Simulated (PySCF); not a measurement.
Predicted microwave data (B3LYP/def2-SVPD in PySCF (dipole) on a GFN2-xTB geometry, gas phase) for one isomer of C5H4FP:

```
Rotational constants : A = 4110, B = 2023, C = 1356 MHz
Dipole components    : |μa| = 0.53 D, |μb| = 1.45 D, |μc| = 0.00 D
Inertial defect      : 0.00 u·Å²
κ                    : -0.52
```

Question: Which candidate fits, each taken in the one conformer that was computed?
A. `Fc1ccpcc1`
B. `Fc1cccpc1`

Answer: B. It is Fc1cccpc1, an asymmetric top, point group Cs. The candidates at the same level (rigid rotor, commonest isotopes):

| SMILES | A (MHz) | B (MHz) | C (MHz) | μa (D) | μb (D) | μc (D) | Δ (u·Å²) | point group | rotor |
| --- | --- | --- | --- | --- | --- | --- | --- | --- | --- |
| Fc1cccpc1 | 4110 | 2023 | 1356 | 0.53 | 1.45 | 0.00 | 0.00 | Cs | asymmetric top |
| Fc1ccpcc1 | 5132 | 1769 | 1315 | 0.00 | 0.00 | 0.00 | 0.00 | C2v | asymmetric top |

`Fc1ccpcc1` has A 25 % too high. In the right answer the mirror of this Cs structure is the ab plane, so μc vanishes by symmetry. No structure here is proved a minimum.
